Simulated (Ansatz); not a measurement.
The same ligand exchange along the group Mg, Zn, Cd.

Computed with Ansatz on PBE0-D4/def2-TZVP structures; ΔE is electronic, products minus reactants. CBS: MP2 limit from def2 TZ/QZ plus the TZ coupled-cluster correction, frozen cores. This one scheme is used for every species. Elements past krypton have def2 core potentials. For Cd, Mg, Zn outer-core shells are correlated without core-valence functions, which leaves a few kJ/mol of doubt a bond. Scalar relativity is left out up to krypton. Each species was taken in one conformer, which may not be the lowest.

(1) Order these by ΔE at CCSD(T)/CBS, lowest first. (An estimate is asked.)
A. `[F][Mg][O][SiH3]` + CH₃SH → `C[S][Mg][F]` + `O[SiH3]`
B. `[F][Cd][O][SiH3]` + CH₃SH → `C[S][Cd][F]` + `O[SiH3]`
C. `[F][Zn][O][SiH3]` + CH₃SH → `C[S][Zn][F]` + `O[SiH3]`

Largest T1 diagnostic: 0.017, for `[F][Zn][O][SiH3]`.

Results:

(1) B (-14.7 kcal/mol), C (-7.0 kcal/mol), A (+10.5 kcal/mol).
